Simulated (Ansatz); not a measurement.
Two structures of BHBrCl$_{2}$F, closed shell, reached by relaxing down either side of one saddle point (PBE0-D4/def2-TZVP). Energies are electronic, without zero-point energy. Computed with Ansatz 0.2.0 (basis: def2-TZVPP and def2-QZVPP); correlated methods freeze the cores. Filled d shells of the heavier atoms are correlated. The def2 sets are not built for correlating such inner shells, so the correlated values are less sure here. Extrapolation: Hartree–Fock as exp(−7.88 √X), correlation as X^−2.97. First:

| atom | x (Å) | y (Å) | z (Å) |
| --- | --- | --- | --- |
| B1 | 0.1852 | 0.6782 | -0.8734 |
| F2 | 1.3297 | 0.1624 | -0.4875 |
| Cl3 | -0.7467 | -0.1415 | -2.0906 |
| Cl4 | -0.3360 | 2.1902 | -0.1922 |
| H5 | 0.4816 | -1.5794 | 1.8376 |
| Br6 | -0.9136 | -1.3098 | 1.8061 |

Second:

B1  (-0.848, 0.421, -0.334)
F2  (2.062, -0.609, 0.302)
Cl3  (-0.930, -0.221, -1.935)
Cl4  (-0.518, 2.093, -0.051)
H5  (1.399, -0.941, 0.855)
Br6  (-1.165, -0.742, 1.163)
(Å)

(1) Which bonds change from the first to the second?

(2) Give the saddle point's structure and its height above each. (Judge from chemistry; the value comes from the calculation.)

No T1 diagnostic of these runs exceeds 0.010.

Answers

(1) BCl₂F ([F][B]([Cl])[Cl]) + HBr → BBrCl₂ ([Cl][B]([Cl])[Br]) + HF; bonds formed: B1–Br6, F2–H5; bonds broken: B1–F2, H5–Br6.

(2) Computed: 33.57 kcal/mol above the first and 18.77 kcal/mol above the second (CCSD(T) at an estimated basis limit (MP2 extrapolated from triple and quadruple zeta, plus CCSD(T) − MP2 in triple zeta)).
B1  (-0.149, 0.297, -0.333)
F2  (1.257, -0.222, 0.001)
Cl3  (-0.693, -0.330, -1.879)
Cl4  (-0.281, 2.010, 0.026)
H5  (0.748, -0.815, 0.839)
Br6  (-0.881, -0.940, 1.346)
(Å)

Labels in which every atom is bracketed show which atoms are joined, not bond orders.

For scale, one of the runs: CCSD(T)/def2-TZVPP, 208 basis functions, launched by `ansatz run in.yaml --threads 4 --pin off --events-out ev --progress --plain --max-ram 9574MiB`. The run took 2.1 min on 4 CPU threads of an Arm Neoverse V1 (shared host), with 2.8 GiB of host memory at its peak.
